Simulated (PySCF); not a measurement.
# Broadened absorption spectrum of C5H6F3P

Species: C5H6F3P.
Atom-mapped SMILES: `[F:1][C:2]([F:3])=[C:4]([F:5])[PH:6][CH:7]1[CH2:8][CH2:9]1` (hydrogens: H10 on P6; H11 on C7; H12, H13 on C8; H14, H15 on C9)

Geometry (GFN2-xTB, Å), atoms numbered from 1 in this order:
```
atom  x, y, z in Å
F1     3.373    0.861    1.479
C2     2.556    0.250    0.633
F3     2.724   -1.068    0.692
C4     1.666    0.822   -0.168
F5     1.561    2.165   -0.162
P6     0.586    0.001   -1.406
C7    -1.001    0.382   -0.556
C8    -1.349   -0.262    0.755
C9    -2.075   -0.664   -0.487
H10    0.760   -1.266   -0.843
H11   -1.319    1.407   -0.716
H12   -0.651   -0.967    1.185
H13   -1.868    0.334    1.490
H14   -3.099   -0.348   -0.615
H15   -1.869   -1.640   -0.901
```

Method: PySCF, TDDFT B3LYP/def2-SVPD, vertical, gas phase, core orbitals frozen in the response.

Computed states:

| state | E (eV) | f |
| --- | --- | --- |
| S1 | 5.65 | 0.011 |
| S2 | 5.88 | 0.159 |
| S3 | 6.45 | 0.0034 |
| S4 | 6.46 | 0.0051 |
| S5 | 6.67 | 0.047 |
| S6 | 6.81 | 0.042 |
| S7 | 6.89 | 0.0096 |
| S8 | 7.15 | 0.016 |

Broadening: Gaussians 0.4 eV wide at half height, area fixed by f = 4.319×10⁻⁹ ∫ε dν̃. The width is an assumption, not a result. The curve ends short of the highest state used, and states not computed would add to its high-energy end.

Question: What does the envelope look like, and where are its maxima?

Answer: 
E (eV), ε (L mol⁻¹ cm⁻¹) and a bar:
```
     5.05          1 
     5.12          6 
     5.18         18 
     5.25         56 
     5.31        137 
     5.38        352 #
     5.44        730 ##
     5.51       1562 ####
     5.57       2760 ########
     5.64       4805 #############
     5.70       6961 ###################
     5.77       9387 ##########################
     5.83      10743 ##############################
     5.90      10850 ##############################
     5.96       9616 ###########################
     6.03       7178 ####################
     6.10       4579 #############
     6.16       2814 ########
     6.23       1583 ####
     6.29       1204 ###
     6.36       1385 ####
     6.42       1947 #####
     6.49       2948 ########
     6.55       3974 ###########
```

Maxima: 211 nm (5.87 eV), ε about 11000, made up of S2 (97%) (ε in L mol⁻¹ cm⁻¹; maxima over ε = 5, shares over 10%). At its high-energy end, 6.55 eV, the curve is still rising (ε about 4000, from S5 and S6).

Question: On this curve, what absorbance would a 10⁻⁵ mol/L sample give at 193 nm over a 1 cm path?

Answer: 193 nm is 6.424 eV, where ε is about 2000 L mol⁻¹ cm⁻¹, so A = ε c l ≈ 0.02 (Beer–Lambert, with the gas-phase spectrum and the assumed width).

Question: Does any computed singlet lie in the visible range?

Answer: No computed singlet lies in the visible range (380 to 750 nm); the lowest, at 219 nm, stands 2.39 eV above its violet end (3.26 eV).

Question: Coming from long wavelengths, where does ε first pass 100 L mol⁻¹ cm⁻¹?

Answer: At about 234 nm (5.29 eV), 0.36 eV below S1.

One conformer stands for the species.
